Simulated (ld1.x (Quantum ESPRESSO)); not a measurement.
## Reading a pseudo-wave (Ti)

Columns: radius, all-electron u(r) and pseudo u(r) of the 3p shell (level -40.12 eV) of titanium in the configuration [Ne] 3s2 3p6 3d2 4s1 4p1; LDA (PZ), scalar-relativistic, TM semilocal scheme, ld1.x (Quantum ESPRESSO) 7.5.

```json
{"r (bohr)": "0.143", "all-electron": "0.5109", "pseudo": "-0.0666"}
{"r (bohr)": "0.285", "all-electron": "0.3108", "pseudo": "-0.2470"}
{"r (bohr)": "0.428", "all-electron": "-0.2249", "pseudo": "-0.4954"}
{"r (bohr)": "0.570", "all-electron": "-0.6704", "pseudo": "-0.7430"}
{"r (bohr)": "0.713", "all-electron": "-0.9302", "pseudo": "-0.9302"}
{"r (bohr)": "0.855", "all-electron": "-1.0254", "pseudo": "-1.0180"}
{"r (bohr)": "0.998", "all-electron": "-1.0115", "pseudo": "-1.0096"}
{"r (bohr)": "1.140", "all-electron": "-0.9359", "pseudo": "-0.9358"}
{"r (bohr)": "1.283", "all-electron": "-0.8308", "pseudo": "-0.8308"}
{"r (bohr)": "1.425", "all-electron": "-0.7183", "pseudo": "-0.7183"}
{"r (bohr)": "1.568", "all-electron": "-0.6085", "pseudo": "-0.6085"}
{"r (bohr)": "1.710", "all-electron": "-0.5089", "pseudo": "-0.5089"}
{"r (bohr)": "1.853", "all-electron": "-0.4206", "pseudo": "-0.4206"}
{"r (bohr)": "1.995", "all-electron": "-0.3452", "pseudo": "-0.3452"}
{"r (bohr)": "2.138", "all-electron": "-0.2812", "pseudo": "-0.2812"}
{"r (bohr)": "2.280", "all-electron": "-0.2283", "pseudo": "-0.2283"}
{"r (bohr)": "2.423", "all-electron": "-0.1843", "pseudo": "-0.1843"}
{"r (bohr)": "2.565", "all-electron": "-0.1486", "pseudo": "-0.1486"}
{"r (bohr)": "2.708", "all-electron": "-0.1192", "pseudo": "-0.1192"}
{"r (bohr)": "2.850", "all-electron": "-0.0956", "pseudo": "-0.0956"}
{"r (bohr)": "2.992", "all-electron": "-0.0765", "pseudo": "-0.0765"}
{"r (bohr)": "3.135", "all-electron": "-0.0610", "pseudo": "-0.0610"}
{"r (bohr)": "3.278", "all-electron": "-0.0486", "pseudo": "-0.0486"}
{"r (bohr)": "3.420", "all-electron": "-0.0387", "pseudo": "-0.0387"}
{"r (bohr)": "3.563", "all-electron": "-0.0308", "pseudo": "-0.0308"}
{"r (bohr)": "3.705", "all-electron": "-0.0245", "pseudo": "-0.0245"}
```

Q: How many radial nodes do the two functions have?

A: The all-electron 3p function has n − l − 1 = 1; the pseudo-wave has 0, since the states of the same l below it are removed with the core.

Q: At about which radius was the pseudo-wave matched?

A: 1.25 bohr, where the columns begin to agree (steps of 0.14 bohr).

Q: Is the pseudo-wave norm-conserving?

A: Yes: the TM semilocal scheme keeps the norm inside the radius equal to the all-electron one, which fixes the energy derivative of the logarithmic derivative at the level.
